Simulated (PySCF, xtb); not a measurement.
1-chloro-2-fluorocyclobutene (C₄H₄ClF), SMILES FC1=C(Cl)CC1.

GFN2-xTB (xtb) at its own geometry gives an orbital gap of 4.58 eV and a dipole moment of 2.80 D.

Geometry optimised at PBE0-D3(BJ)/def2-SVP.

Question: What does PBE/def2-TZVP run with PySCF give? (An estimate is asked for; the answer gives what the named calculation found.)

Answer: gap 5.16 eV (levels -5.75 and -0.59 eV), dipole 2.02 D.
